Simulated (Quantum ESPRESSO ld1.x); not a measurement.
Values are calculated unless marked as measured or tabulated.
Problem. These are the eigenvalues of the occupied orbitals of an atom or ion with whole-number occupations (eV). Level of theory: Dirac Kohn-Sham, relativistic LDA (MacDonald-Vosko exchange, VWN5 correlation), spin-unpolarised, spherical densities, point nucleus (ld1.x of Quantum ESPRESSO 7.5).

orbital  eigenvalue
1s1/2      -42684.5
2s1/2      -7815.66
2p1/2      -7463.46
2p3/2      -6983.56
3s1/2      -2502.68
3p1/2      -2352.84
3p3/2      -2253.34
3d3/2      -1994.08
3d5/2      -1972.04

Which element is it, and in what charge state? The configuration may be excited. Open shells, if any, are shared by 2j + 1.

Solution. Z = 59, praseodymium, charge +31: Pr31+ in [Ar] 3d10. The list shows which subshells hold electrons but not how many an open one holds; the 1s level, -1568.6 hartree, gives Z - s = 56.0 by -(Z - s)^2/2, which with screening and relativity narrows Z to a few neighbours, and the depths of the outer levels then fix element, charge and occupations together.
